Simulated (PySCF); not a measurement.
A structure optimised at B3LYP-D3(BJ)/def2-SVP, used in a PySCF frequency run:

```xyz
9

O      0.8699    -0.7711    -0.7554
C      0.0000     0.0000     0.0000
O     -0.7711    -0.8699     0.7554
O      0.7711     0.8699     0.7554
O     -0.8699     0.7711    -0.7554
H      0.3594    -1.5164    -1.1026
H     -1.5164    -0.3594     1.1026
H      1.5164     0.3594     1.1026
H     -0.3594     1.5164    -1.1026
```

Write its SMILES, formula and point group.

OC(O)(O)O, CH₄O₄, S4

What are its rotational constants (standard atomic weights)?

5.6432, 5.6432, 5.2492 GHz
